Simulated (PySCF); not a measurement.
An unknown gives this computed stick spectrum. Level of theory: PySCF, TDDFT wB97X-D/def2-SVPD, vertical, gas phase, core orbitals frozen in the response. Geometries: GFN2-xTB, one conformer each.

```json
{"state": "S1", "ν̃ (cm⁻¹)": "50380", "f": "0.0026", "main configurations (H = HOMO, L = LUMO)": "H→L+1 (57%), H→L (16%), H→L+6 (11%)"}
{"state": "S2", "ν̃ (cm⁻¹)": "51330", "f": "0.037", "main configurations (H = HOMO, L = LUMO)": "H→L (80%), H→L+1 (14%)"}
{"state": "S3", "ν̃ (cm⁻¹)": "58430", "f": "0.0026", "main configurations (H = HOMO, L = LUMO)": "H→L+2 (52%), H→L+3 (26%)"}
{"state": "S4", "ν̃ (cm⁻¹)": "63370", "f": "0.0032", "main configurations (H = HOMO, L = LUMO)": "H→L+3 (42%), H→L+4 (33%), H→L+2 (15%)"}
{"state": "S5", "ν̃ (cm⁻¹)": "64310", "f": "0.039", "main configurations (H = HOMO, L = LUMO)": "H→L+5 (44%), H→L+8 (12%), H→L+6 (11%)"}
{"state": "S6", "ν̃ (cm⁻¹)": "64430", "f": "0.0084", "main configurations (H = HOMO, L = LUMO)": "H→L+7 (45%), H→L+2 (15%), H→L+4 (15%)"}
{"state": "S7", "ν̃ (cm⁻¹)": "65940", "f": "0.106", "main configurations (H = HOMO, L = LUMO)": "H-2→L (64%), H-1→L (15%)"}
{"state": "S8", "ν̃ (cm⁻¹)": "66700", "f": "0.012", "main configurations (H = HOMO, L = LUMO)": "H→L+7 (24%), H→L+4 (22%), H→L+6 (16%)"}
```

Triplets computed (Tamm–Dancoff): 5.89, 6.07, 7.13 eV.

Task: Which structure fits? All have the formula C2H7FSSi.
A. `CS[SiH2]CF`
B. `CSC[SiH2]F`
C. `C(CF)[SiH2]S`

Result: C. Its S1, at 6.25 eV, is the highest among the candidates; the nearest of the others has S1 at 5.64 eV. S1 is HOMO→LUMO+1 (57%), HOMO→LUMO (16%), HOMO→LUMO+6 (11%). Löwdin shares by element: HOMO sulfur 75%, silicon 11%, hydrogen 6% or more; LUMO sulfur 46%, silicon 20%, hydrogen 16% or more (atoms not listed hold the other 18%). At the same level the other candidates give, for their lowest levels:
- `CSC[SiH2]F`: 5.28 eV (f 0.008); 5.83 eV (f 0.013); 6.59 eV (f 0.002); 6.63 eV (f 0.002); 7.20 eV (f 0.035); T1 4.90 eV; HOMO -8.33, LUMO 1.54 eV
- `CS[SiH2]CF`: 5.64 eV (f 0.002); 6.14 eV (f 0.016); 6.90 eV (f 0.002); 7.36 eV (f 0.014); 7.48 eV (f 0.012); T1 5.32 eV; HOMO -8.84, LUMO 1.57 eV

The values belong to the conformer `[F:1][CH2:2][CH2:3][SiH2:4][SH:5]`: F1–C2–C3–Si4 59°, C2–C3–Si4–S5 70°, H–S5–Si4–C3 177°.
